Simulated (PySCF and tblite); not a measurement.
Results of a calculation; reference values are marked as such.
C₁₃H₉FS₃, numbered as in [CH3:1][c:2]1[cH:3][c:4](-[c:5]2[s:6][cH:7][cH:8][c:9]2[F:10])[s:11][c:12]1-[c:13]1[cH:14][cH:15][cH:16][s:17]1.

Conformers came from 90 starts (ETKDG, MMFF94s, GFN2-xTB); geometries are GFN2-xTB. Energies: PBE0-D3(BJ)/6-31G*, with GFN2-xTB thermal terms (plain harmonic). Symmetry numbers and mirror images are counted. Conformers within 2.5 kcal/mol (GFN2-xTB free energy) were kept, 6 at most. Programs: PySCF with density fitting and tblite.

An NOE distance is ⟨r⁻⁶⟩^(−1/6) over all pairs of like atoms and, for the average, over conformers.

Torsions listed: S11–C4–C5–S6, S11–C12–C13–S17. Of a mirror pair one member is shown.

```tsv
conformer	shape	weight %
1	180°, 22°	44.5
2	180°, 180°	28.1
3	-1°, 21°	16.2
4	1°, -179°	11.2
```

Problem. Which H–H contacts under 3.5 Å would NOEs report (pairs on one atom left out) at 298.15 K?

Solution. 
```csv
pair,in 1 (Å),in 2 (Å),in 3 (Å),in 4 (Å),average (Å)
H14 ··· H15,2.59,2.60,2.59,2.60,2.59
H15 ··· H16,2.62,2.62,2.62,2.62,2.62
H7 ··· H8,2.64,2.64,2.64,2.64,2.64
H1 ··· H14,2.54,5.44,2.53,5.44,2.76
H1 ··· H3,2.90,2.87,2.87,2.86,2.88
```

Longer pairs under the limit may be missing.

Problem. In a model where alignment follows shape alone (order matrix 0.0005 × (3G/tr G − 1)/2, G the second moments of the atom positions; splitting J + 2D), what are the one-bond C–H dipolar couplings D?

Solution. H1 0.2 Hz (0.3 in conformer 1), H3 -0.4 Hz (-0.1 in conformer 1), H7 -6.0 Hz (-7.1 in conformer 1), H8 -2.8 Hz (-1.7 in conformer 1), H14 1.1 Hz (3.1 in conformer 1), H15 -4.2 Hz (-7.0 in conformer 1), H16 -4.1 Hz (-1.4 in conformer 1).
